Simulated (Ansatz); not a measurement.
Reaction (ligand exchange at the Al–C bond): `N=[CH][Al]([F])[SH]` + H–F → `[F][Al]([F])[SH]` + `C=N`

Calculated with Ansatz (gas phase, PBE0-D4/def2-TZVP geometries, no zero-point term in ΔE). CCSD(T)/CBS adds triple-zeta CCSD(T) − MP2 to the extrapolated MP2 energy (def2 sets, frozen cores). This one scheme is used for every species. DFT in def2-TZVPP. One conformer a species, not always the lowest.

| level | ΔE (eV) |
| --- | --- |
| r2SCAN-D4 | -1.90 |
| HF/def2-QZVPP | -2.14 |

Q: What does CCSD(T)/CBS give? (Best estimate.)

A: Ansatz gave: -1.86 eV. The listed levels differ from it by -0.04, -0.28 eV.

Largest T1 diagnostic among the species: 0.013.

From PBE to PBE0 (25 % exact exchange), in def2-TZVPP and without D4, ΔE moves by −0.04 eV. In def2-TZVPP, CCSD(T) changes the Hartree–Fock value by +0.24 eV (the triples alone add +0.05 eV) and MP2 by +0.23 eV. The D4 term adds +0.07 eV with B3LYP and +0.04 eV with PBE0; it sums over pairs of atoms, weighted by their polarisabilities, and B3LYP, whose exchange is more repulsive, gets the larger term.

B3LYP here is the variant with VWN-RPA as its local correlation; programs differ in this.
